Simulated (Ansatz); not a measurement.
Reaction (ligand exchange at the Si–N bond): `O[SiH](F)[NH][GeH3]` + `C[NH][GeH3]` → `C[N]([GeH3])[SiH](O)F` + `[NH2][GeH3]`

Calculated with Ansatz (gas phase, PBE0-D4/def2-TZVP geometries, no zero-point term in ΔE). CBS: MP2 limit from def2 TZ/QZ plus the TZ coupled-cluster correction, frozen cores. Functionals use def2-TZVPP. B3LYP here is the variant with VWN-RPA as its local correlation; programs differ in this. For Ge outer-core shells are correlated without core-valence functions, which leaves a few kJ/mol of doubt a bond. Scalar relativity is left out up to krypton. Each species was taken in one conformer, which may not be the lowest.

Q: Is it downhill or uphill in electronic energy at CCSD(T)/CBS, and by how much? (Best estimate.)

A: The calculation gave: Nearly level: ΔE = -0.2 kcal/mol.

Q: What do these levels give: PBE0-D4, B3LYP-D4, ωB97X-V, ωB97M-V, B2PLYP, B3LYP, HF/def2-TZVPP, SCS-MP2/def2-TZVPP, CCSD/def2-TZVPP, HF/def2-QZVPP, MP2/def2-QZVPP, CCSD/CBS(def2)? (Best estimate.)

A: The calculation gave: PBE0-D4 -0.3, B3LYP-D4 -0.3, ωB97X-V -0.2, ωB97M-V -0.4, B2PLYP 0.2, B3LYP 0.8, HF/def2-TZVPP 1.8, SCS-MP2/def2-TZVPP -0.3, CCSD/def2-TZVPP -0.1, HF/def2-QZVPP 1.9, MP2/def2-QZVPP -0.5, CCSD/CBS(def2) 0.1 kcal/mol.

Largest T1 diagnostic among the species: 0.012.

In def2-TZVPP, CCSD(T) changes the Hartree–Fock value by −2.3 kcal/mol (the triples alone add −0.4 kcal/mol) and MP2 by −2.5 kcal/mol. The D4 term adds −1.0 kcal/mol with B3LYP and −0.6 kcal/mol with PBE0; it sums over pairs of atoms, weighted by their polarisabilities, and B3LYP, whose exchange is more repulsive, gets the larger term.
